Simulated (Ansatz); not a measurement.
`[CH3][In]([NH2])[NH2]`. The species carries charge 0 and has multiplicity 1. In takes the def2 core potential.

```json
{"atom": "C1", "x (Å)": "0.696", "y (Å)": "1.731", "z (Å)": "-0.649"}
{"atom": "In2", "x (Å)": "-0.053", "y (Å)": "-0.151", "z (Å)": "0.038"}
{"atom": "N3", "x (Å)": "1.105", "y (Å)": "-1.562", "z (Å)": "0.916"}
{"atom": "N4", "x (Å)": "-1.913", "y (Å)": "-0.833", "z (Å)": "-0.381"}
{"atom": "H5", "x (Å)": "0.160", "y (Å)": "2.048", "z (Å)": "-1.543"}
{"atom": "H6", "x (Å)": "1.759", "y (Å)": "1.654", "z (Å)": "-0.878"}
{"atom": "H7", "x (Å)": "0.561", "y (Å)": "2.489", "z (Å)": "0.124"}
{"atom": "H8", "x (Å)": "1.955", "y (Å)": "-1.287", "z (Å)": "1.383"}
{"atom": "H9", "x (Å)": "0.669", "y (Å)": "-2.313", "z (Å)": "1.429"}
{"atom": "H10", "x (Å)": "-2.647", "y (Å)": "-0.176", "z (Å)": "-0.594"}
{"atom": "H11", "x (Å)": "-2.293", "y (Å)": "-1.598", "z (Å)": "0.155"}
```

**Question.** List the harmonic frequencies (cm⁻¹, unscaled) at PBE0-D4/def2-TZVP in Ansatz. (Estimate.)

**Answer.** Computed: 30, 102, 132, 136, 256, 287, 315, 337, 515, 595, 600, 669, 708, 750, 758, 1199, 1453, 1455, 1548, 1562, 3066, 3155, 3165, 3580, 3581, 3683, 3683.

**Question.** Is this a minimum?

**Answer.** Yes, all 27 modes are real.

**Question.** Give the ideal-gas thermochemistry at 298.15 K and 1 bar (rigid rotor, harmonic oscillator; point group Cs, symmetry number 1).

**Answer.** Zero-point energy 223.2 kJ/mol; H(298) − E = 247.9 kJ/mol; entropy 380.7 J/(mol·K), of which translation 172.3, rotation 110.1, vibration 98.3; G(298) − E = 134.4 kJ/mol. Modes under 100 cm⁻¹ are hindered rotations or soft bends, so the harmonic entropy is rough.

**Question.** Rotational constants (cm⁻¹)?

**Answer.** 0.1658, 0.1393, 0.0771.
